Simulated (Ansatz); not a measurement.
(NaH)4 ring (Na₄H₄). Total charge 0; singlet. Geometry PBE0-D4/def2-SVP; atoms count from 1.

```tsv
atom	x (Å)	y (Å)	z (Å)
Na1	1.776	1.445	1.173
Na2	0.958	-2.091	1.154
Na3	-1.776	-1.445	-1.173
Na4	-0.958	2.091	-1.154
H5	2.054	-0.485	1.748
H6	-0.611	-2.641	-0.014
H7	-2.054	0.485	-1.748
H8	0.611	2.641	0.014
```

Another isomer (singlet) lies 0.18 eV lower at PBE0-D4/def2-TZVP; other spin states weren't run for this one.

Q: Estimate the Mulliken populations from the PBE0/def2-TZVP orbitals of Ansatz.

A: 
| atom | charge (e) |
| --- | --- |
| Na1 | 0.37 |
| Na2 | 0.37 |
| Na3 | 0.37 |
| Na4 | 0.37 |
| H5 | -0.37 |
| H6 | -0.37 |
| H7 | -0.37 |
| H8 | -0.37 |
Mulliken values depend strongly on the basis.
